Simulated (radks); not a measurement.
The numbers below are computed, except where a source is named.
Task: Ionisation of the holmium ion Ho+, [Xe] 4f11 6s1, to Ho2+, [Xe] 4f11, under several functionals. Scalar-relativistic Kohn-Sham, spin-polarised, spherical densities, finite nucleus; open shells are filled with parallel spins first (spin-orbit coupling, left out, can overturn this in heavy ions); a radial shooting solver on a logarithmic mesh with Libxc functionals. Known Delta-SCF values: r2SCAN 11.790 eV. What does exchange-only B88 give, and what is its highest occupied eigenvalue?

Result: 11.644 eV by Delta-SCF; the 4f eigenvalue is -7.118 eV. NIST: 11.78 eV (semi-empirical).
